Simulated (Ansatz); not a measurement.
`NC[SiH2]S` → C• + 7 H• + N• + S• + Si•  (atomization)

Program: Ansatz. Geometries: PBE0-D4/def2-TZVP. ΔE: electronic, gas phase. CCSD(T)/CBS adds triple-zeta CCSD(T) − MP2 to the extrapolated MP2 energy (def2 sets, frozen cores). This one scheme is used for every species, atoms too. DFT in def2-TZVPP. B3LYP here is the variant with VWN-RPA as its local correlation; programs differ in this. Open shells (•) are unrestricted, without spin–orbit coupling. Spin–orbit coupling would lower the free atoms: a little for C, S, Si. Each species was taken in one conformer, which may not be the lowest.

```
             level  ΔE (kJ/mol)
         r2SCAN-D4       3646.4
          B3LYP-D4       3656.5
           ωB97M-V       3674.1
CCSD(T)/def2-TZVPP       3548.2
```

(1) What does CCSD(T)/CBS give? (Estimate.)

Largest T1 diagnostic among the species: 0.012.

## Answers

(1) The calculation gave: +3656.6 kJ/mol. The listed levels differ from it by -10.2, -0.1, 17.5, -108.4 kJ/mol.

In def2-TZVPP, CCSD(T) changes the Hartree–Fock value by +936.1 kJ/mol (the triples alone add +48.5 kJ/mol) and MP2 by +951.8 kJ/mol; breaking electron pairs costs correlation energy, which Hartree–Fock lacks. From PBE to PBE0 (25 % exact exchange), in def2-TZVPP and without D4, ΔE moves by −45.3 kJ/mol: exact exchange takes away binding that semilocal exchange gives to molecules.

For atomizations the MP2-based limit and the directly extrapolated one differ by several kJ/mol either way, and by 10 to 25 for some Ge, Se and Sn compounds, so smaller differences from it don't rank the levels.
